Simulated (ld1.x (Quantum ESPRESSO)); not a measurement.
# LDA (PZ) ultrasoft dataset for O (Z = 8), non-relativistic all-electron reference.

oxygen, ultrasoft, made with ld1.x (Quantum ESPRESSO) 7.5 (LDA (PZ), non-relativistic). Core [He], reference 2s1.75 2p4.25. Waves: 2s (bound): rcut 1.04, rcutus 1.44 bohr; 2s channel at -1.05 Ry: rcut 1.04, rcutus 1.44 bohr; 2p (bound): rcut 2.34, rcutus 2.76 bohr; 2p channel at 0.85 Ry: rcut 2.34, rcutus 2.76 bohr; 3d channel at 0.5 Ry: rcut 2.34, rcutus 2.54 bohr; 3d channel at 1.2 Ry: rcut 2.34, rcutus 2.54 bohr. Local part: all-electron potential smoothed inside 1.24 bohr (lloc = -1). Core correction: none. Augmentation charge: PSQ, inside the norm-conserving radii.

- Cutoffs needed: 18 Ry and 25 Ry (the cutoffs (Ry, on a coarse ladder) from which the occupation-weighted sum of valence levels, in a spherical-Bessel basis at the reference potential, stays within 10 and 1 mRy of its value at 400 Ry)
- Ghost test: no extra level below or beside the all-electron valence levels (s, p, d, f tested) (spherical-Bessel basis up to 400 Ry, 20 bohr box)
- Largest excitation error: +859 meV (all-electron minus pseudo) for 2s2 2p2, out of 7 test configurations
- Lowest eigenvalue of the overlap operator: 0.67 (s channel)
- Density cutoff estimated by the generator: 223 Ry
